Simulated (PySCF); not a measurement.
Planning a geometry optimisation on `[F][Ru]([F])([F])([F])([F])[F]` [triplet].

Method: PBE0-D3(BJ)/def2-SVP geometry optimisation, gas phase, def2 core potentials past Kr (PySCF 2.14.0). Work: geometry optimisation from a GFN2-xTB start, density fitting, unrestricted. The input is one job of a driver script: a line of settings, then coordinates in Å.

Input:
```
{"job": {"xc": "PBE0", "basis": "def2-SVP", "d3": "d3bj", "grid": 1, "maxiter": 40, "kind": "geom"}, "charge": 0, "multiplicity": 3}
Ru     0.000330     0.000750    -0.000080
F     -0.017950    -0.010160     1.842760
F      0.016660     0.007770    -1.843130
F      1.843090     0.005290     0.017490
F     -1.842880    -0.005180    -0.016780
F     -0.004780     1.843580     0.009110
F      0.005530    -1.842050    -0.009370
```

Hardware: one thread of an Arm Neoverse N1, on a shared host.

Problem. How large is the basis?

Solution. 115 functions.

Problem. Estimate the wall time.

Solution. About 2.5 min. The run took 8 energy-and-gradient evaluations and 109 SCF cycles, 19 s an evaluation on average.

Problem. At this speed, how long would 500 such jobs take on 16 cores, one job a core?

Solution. 500/16 gives 32 rounds of 2.5 min, about 80 min of wall time and 21 core-hours, if the jobs don't slow each other.

Other jobs ran on the host; a repeat could differ by tens of per cent or more.

The run converged: final energy -692.83079 Eh after 7 steps; dipole 0.00 D.
